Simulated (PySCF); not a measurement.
ZrF2I2, SMILES [F][Zr]([F])([I])[I], multiplicity 1.

Geometry optimised at B3LYP-D3(BJ)/def2-SVP. The multiplicity is an assumed one; no other spin state was optimised. The structure was generated by enumeration; whether it is a known compound was not checked. The def2 effective core potentials stand for the cores of I, Zr; spin–orbit coupling is left out.

Calculation: ωB97X/def2-TZVP run with PySCF.

Symmetry labels are those of the subgroup C2v that the program uses (full group C2v).

Computed valence orbital energies around the gap with their symmetry:
```tsv
orbital	symmetry	energy (eV)
HOMO−7	B1	-15.46
HOMO−6	B2	-15.03
HOMO−5	A1	-11.98
HOMO−4	B1	-11.55
HOMO−3	A1	-11.02
HOMO−2	B2	-10.62
HOMO−1	A2	-10.52
HOMO	B1	-10.20
LUMO	A1	-0.78
LUMO+1	A2	-0.36
LUMO+2	B1	-0.15
LUMO+3	B2	0.67
```
